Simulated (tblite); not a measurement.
Compound: C4H7F3OSi.
SMILES with atom numbers: `[CH3:1][C@@H:2]([F:3])[Si@@H:4]([CH:5]=[O:6])[CH:7]([F:8])[F:9]` (hydrogens: H10, H11, H12 on C1; H13 on C2; H14 on Si4; H15 on C5; H16 on C7)

Computed with GFN2-xTB (tblite), gas phase: L-BFGS steps from a force-field or distance-geometry start until the largest atomic force falls under 0.01 eV/Å.

Step 33: E = -872.5059 eV
```
atom  x, y, z in Å  |  force x, y, z in eV/Å
C1     -1.4983   -0.6827    1.6585    0.013   0.010  -0.014
C2     -0.3438   -0.9591    0.7092   -0.002   0.001  -0.008
F3     -0.5855   -2.1596    0.0369    0.005   0.003   0.010
Si4    -0.0765    0.3923   -0.6313   -0.011   0.006   0.019
C5      0.6470    1.9843    0.1899   -0.012  -0.012  -0.011
O6      0.4086    2.2951    1.3277    0.011  -0.012  -0.022
C7      1.2537   -0.2666   -1.8840   -0.008   0.018   0.001
F8      2.4644   -0.4021   -1.2757   -0.002   0.012   0.009
F9      1.4296    0.6585   -2.8697    0.018   0.000  -0.020
H10    -2.4293   -0.5992    1.1036    0.002   0.000   0.011
H11    -1.5963   -1.4906    2.3814    0.005   0.021  -0.018
H12    -1.3143    0.2488    2.1851    0.012  -0.003  -0.001
H13     0.5774   -1.1366    1.2820   -0.019  -0.028   0.004
H14    -1.2692    0.7180   -1.4146   -0.006  -0.020   0.001
H15     1.2949    2.6312   -0.4350   -0.002   0.003   0.025
H16     1.0298   -1.2226   -2.3753   -0.004  -0.001   0.011
```

Step 34: E = -872.5061 eV
```
atom  x, y, z in Å  |  force x, y, z in eV/Å
C1     -1.4975   -0.6808    1.6595    0.015   0.006  -0.023
C2     -0.3445   -0.9602    0.7086    0.000   0.000  -0.005
F3     -0.5904   -2.1600    0.0353    0.007   0.017   0.019
Si4    -0.0757    0.3913   -0.6325   -0.015   0.001   0.049
C5      0.6457    1.9837    0.1902   -0.004  -0.016  -0.015
O6      0.4080    2.2924    1.3287    0.009  -0.010  -0.021
C7      1.2546   -0.2660   -1.8841    0.003   0.016  -0.010
F8      2.4657   -0.3982   -1.2761    0.004   0.010   0.013
F9      1.4286    0.6588   -2.8705    0.017   0.003  -0.023
H10    -2.4293   -0.5975    1.1057    0.004   0.000   0.009
H11    -1.5953   -1.4886    2.3827    0.006   0.031  -0.015
H12    -1.3129    0.2520    2.1842    0.016  -0.018  -0.003
H13     0.5768   -1.1412    1.2808   -0.029  -0.023  -0.005
H14    -1.2684    0.7140   -1.4152   -0.019  -0.014  -0.009
H15     1.2937    2.6318   -0.4338   -0.007   0.001   0.027
H16     1.0332   -1.2226   -2.3749   -0.007  -0.005   0.010
```

Step 35: E = -872.5065 eV
```
atom  x, y, z in Å  |  force x, y, z in eV/Å
C1     -1.4960   -0.6774    1.6609    0.013   0.001  -0.032
C2     -0.3459   -0.9621    0.7074    0.003  -0.002   0.000
F3     -0.5992   -2.1603    0.0331    0.006   0.030   0.027
Si4    -0.0745    0.3894   -0.6337   -0.017  -0.007   0.071
C5      0.6435    1.9824    0.1905    0.010  -0.018  -0.016
O6      0.4068    2.2875    1.3301    0.001  -0.006  -0.011
C7      1.2565   -0.2646   -1.8844    0.017   0.012  -0.021
F8      2.4684   -0.3910   -1.2768    0.009   0.008   0.015
F9      1.4269    0.6595   -2.8722    0.015   0.003  -0.022
H10    -2.4294   -0.5946    1.1098    0.005   0.002   0.001
H11    -1.5935   -1.4843    2.3851    0.008   0.037  -0.006
H12    -1.3101    0.2572    2.1824    0.023  -0.035  -0.005
H13     0.5751   -1.1498    1.2786   -0.036  -0.014  -0.015
H14    -1.2670    0.7072   -1.4168   -0.036  -0.006  -0.019
H15     1.2913    2.6328   -0.4313   -0.011  -0.001   0.021
H16     1.0394   -1.2228   -2.3741   -0.010  -0.005   0.011
```

**Question.** Estimate the geometry and energy of step 36. (The exact step hangs on the optimiser's Hessian estimate; all steps are aligned on step 35, rigid shifts and turns removed.)

**Answer.** E = -872.5069 eV, largest force 0.066 eV/Å
```
atom  x, y, z in Å  |  force x, y, z in eV/Å
C1     -1.4937   -0.6726    1.6625    0.005  -0.005  -0.032
C2     -0.3481   -0.9650    0.7058    0.005  -0.004   0.006
F3     -0.6121   -2.1605    0.0304    0.002   0.033   0.027
Si4    -0.0733    0.3864   -0.6343   -0.016  -0.015   0.062
C5      0.6406    1.9801    0.1910    0.023  -0.016  -0.009
O6      0.4051    2.2806    1.3320   -0.009  -0.002   0.005
C7      1.2597   -0.2625   -1.8852    0.028   0.007  -0.026
F8      2.4727   -0.3807   -1.2779    0.010   0.008   0.014
F9      1.4246    0.6606   -2.8751    0.012  -0.001  -0.015
H10    -2.4295   -0.5904    1.1157    0.004   0.005  -0.013
H11    -1.5908   -1.4774    2.3887    0.009   0.037   0.009
H12    -1.3055    0.2641    2.1799    0.033  -0.045  -0.006
H13     0.5721   -1.1625    1.2751   -0.035  -0.001  -0.019
H14    -1.2653    0.6976   -1.4196   -0.046   0.002  -0.024
H15     1.2874    2.6342   -0.4273   -0.013  -0.003   0.006
H16     1.0484   -1.2231   -2.3731   -0.012   0.001   0.014
```

The energy changes by -0.0005 eV. The first-order estimate −F·Δx gives -0.0006 eV and the mean of the old and new forces, exact on a quadratic surface, -0.0005 eV. The step makes an angle of 82° with the force vector and moves no atom by more than 0.013 Å.

What follows is the cost of the whole relaxation. The run took 0.99 s of wall time on one thread of an Arm Neoverse N1, shared host.
